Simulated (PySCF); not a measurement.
A run for PySCF: R-BP86/6-31G* on H6 ring, a point of a bond scan (R = 3.600 Å).

```python
from pyscf import gto, scf, dft, mp
from pyscf.data.elements import chemcore

mol = gto.M(
    atom='''
    H     3.60000000    0.00000000    0.00000000
    H     1.80000000    3.11769145    0.00000000
    H    -1.80000000    3.11769145    0.00000000
    H    -3.60000000    0.00000000    0.00000000
    H    -1.80000000   -3.11769145    0.00000000
    H     1.80000000   -3.11769145    0.00000000
    ''',
    basis='6-31g*',
    cart=True,
    charge=0, spin=0, verbose=3, max_memory=1800)
mf = dft.RKS(mol, xc='b88,p86')
mf.conv_tol = 1e-8
mf.max_cycle = 100
mf.kernel()
if not mf.converged:
    mf = mf.newton().run(mf.mo_coeff, mf.mo_occ)
```

Program output:

```
converged SCF energy = -2.80614691481196
```

The calculation finished and met its thresholds.

Cost: roughly 0.3 core-seconds.
